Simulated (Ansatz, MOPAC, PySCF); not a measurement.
BiClH2 (SMILES [Cl][BiH2]) and HF (SMILES F) are pulled apart as rigid monomers along the line of their centres of mass, from the B3LYP-D3(BJ)/def2-TZVP minimum. Starting geometry (charge 0, multiplicity 1):
```xyz
6

Cl     1.84302    -0.75689     1.44602
Bi     0.26125     0.58006     0.01951
H     -0.56859    -0.88407    -0.61334
H      1.38253     0.53930    -1.39424
F     -0.76969    -0.60726     2.95928
H      0.12097    -0.82890     2.75589
```

Interaction energies with rigid monomers; basis-set methods are counterpoise corrected unless marked otherwise.

Cores are frozen in the correlated methods. Filled d and f shells under p-block atoms count as core. The state reached by PM6, PM7 isn't checked; PM7 holds dispersion and hydrogen-bond terms.

Programs: Ansatz (an electronic-structure program) with Gaussian orbitals; MOPAC for PM6, PM7 (differences of heats of formation); PySCF for the dispersion terms. Values without a source in brackets are computed. In def2 rows elements past Kr take small-core potentials, without spin–orbit coupling.

| Cl1···H6 (Å) | PM6 (meV) | PM7 (meV) | B3LYP-D4/def2-TZVPPD (meV) | SCS-MP2/def2-SVPD (meV) | CCSD/def2-TZVPPD (meV) |
|---|---|---|---|---|---|
| 1.99 | 75.6 | 34.1 | -268.3 | -126.4 | -176.8 |
| 2.16 | -30.0 | -86.3 | … | -208.0 | -235.0 |
| 2.44 | … | -159.6 | -274.8 | -223.1 | -228.4 |
| 2.93 | -98.4 | -150.3 | -175.9 | -161.0 | -157.5 |
| 3.74 | -50.4 | -86.5 | -76.8 | -79.3 | -76.6 |

Question: Some entries are withheld; supply them.

Answer: 
- 2.44, PM6 (meV): -98.5
- 2.16, B3LYP-D4/def2-TZVPPD (meV): -305.8
